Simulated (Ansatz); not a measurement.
# An elementary step

Start structure (Si2NH8OF3, closed shell), relaxed at PBE0-D4/def2-TZVP:

Si1  (-0.214, 0.685, -0.493)
Si2  (-1.739, -0.481, 0.876)
F3  (-0.520, -0.325, -1.775)
F4  (0.423, 1.446, 0.873)
O5  (-0.552, 2.067, -1.320)
H6  (1.792, -0.713, -0.267)
N7  (1.626, 0.155, -0.784)
H8  (0.431, -1.969, 1.206)
F9  (1.322, -2.116, 0.941)
H10  (-2.277, 0.325, 2.004)
H11  (-1.032, -1.627, 1.571)
H12  (-2.859, -1.138, 0.154)
H13  (-0.452, 2.853, -0.779)
H14  (2.268, 0.860, -0.436)
H15  (1.785, -0.023, -1.771)
(Å)

The step: Si₂NH₇OF₂ ([NH3][Si]([OH])([F])([F])[SiH3]) + HF → SiNH₄OF₃ ([NH3][Si]([OH])([F])([F])[F]) + SiH₄; bonds formed: Si1–F9, Si2–H8; bonds broken: Si1–Si2, H8–F9. Program: Ansatz 0.2.0. Basis: def2-TZVPP and def2-QZVPP. Cores are frozen in the correlated methods. Extrapolation: Hartree–Fock as exp(−7.88 √X), correlation as X^−2.97. Energies below are by CCSD(T) at an estimated basis limit (MP2 extrapolated from triple and quadruple zeta, plus CCSD(T) − MP2 in triple zeta).

Problem. What are the electronic barrier and the energy of the step, from the start structure to the end structure? (An estimate is asked for; the value comes from the calculation.)

Solution. The calculation gives: Barrier 24.50 kcal/mol; step energy -39.76 kcal/mol (downhill); reverse barrier, their difference, 64.27 kcal/mol. Barrier and step energy count from the start structure, the reverse barrier from the end structure.

The saddle point: One imaginary mode of 874i cm⁻¹.
```
   pair  start (Å)  saddle (Å)  end (Å)
 Si1–F9       3.50        2.00     1.61
 Si2–H8       2.65        1.89     1.48
Si1–Si2       2.36        2.57     4.10
  H8–F9       0.94        1.13     3.23
```

Zero-point energy (harmonic, PBE0-D4): ZPE is 61.66 kcal/mol at the start and 59.37 kcal/mol at the saddle, so the barrier goes from 24.50 to 22.21 kcal/mol.

The T1 diagnostic stays at or below 0.013.

Labels in which every atom is bracketed show which atoms are joined, not bond orders.

For scale, one of the runs: CCSD(T)/def2-TZVPP, 351 basis functions, launched by `ansatz run in.yaml --threads 4 --pin off --events-out ev --progress --plain --max-ram 66560MiB --backend cuda --devices 0, --max-vram 37GiB`. Hardware: 4 CPU threads of an AMD EPYC 7R13 and a share of one NVIDIA H100, shared host. Wall time 28 s; peak host memory 0.86 GiB.
